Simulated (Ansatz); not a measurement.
Reactions of `NCB(O)[SeH]`.

Program: Ansatz. Geometries: PBE0-D4/def2-TZVP. ΔE: electronic, gas phase. CCSD(T)/CBS is the MP2 limit (def2-TZVPP, def2-QZVPP) plus CCSD(T) − MP2 in def2-TZVPP, frozen cores. This one scheme is used for every species. DFT in def2-TZVPP. B3LYP here is the variant with VWN-RPA as its local correlation; programs differ in this. def2 core potentials past Kr. For Br, Ge, Se, Te outer-core shells are correlated without core-valence functions, which leaves a few kJ/mol of doubt a bond. Scalar relativity is left out up to krypton. Each species was taken in one conformer, which may not be the lowest.

| reaction | B3LYP-D4 (kcal/mol) | ωB97X-V (kcal/mol) | r2SCAN-D4 (kcal/mol) |
| --- | --- | --- | --- |
| `NCB(O)[SeH]` + `C[SiH2]Br` → `CB(O)CN` + `[SeH][SiH2]Br` | -0.5 | -0.8 | 0.0 |
| `NCB(O)[SeH]` + CH₄ → `C[SeH]` + `NCBO` | 23.6 | 22.4 | 25.2 |
| `NCB(O)[SeH]` + `B[CH2][GeH3]` → `B[CH2][GeH2][SeH]` + `NCBO` | -4.3 | -4.4 | -2.9 |
| `NCB(O)[SeH]` + `CC[TeH]` → `CC([SeH])[TeH]` + `NCBO` | 20.9 | 20.5 | 22.6 |
| `NCB(O)[SeH]` + `C1=NCC1` → `[SeH]C1CC=N1` + `NCBO` | 19.2 | 18.9 | 20.7 |
| `NCB(O)[SeH]` + `[OH][GeH3]` → `[OH][GeH2][SeH]` + `NCBO` | -6.6 | -6.7 | -5.9 |

Problem. Give the CCSD(T)/CBS values in the same order. (Estimate.)

Solution. Computed: -0.5, 23.8, -3.9, 20.1, 19.3, -6.1 kcal/mol.

Largest T1 diagnostic: 0.012, for `NCBO`.
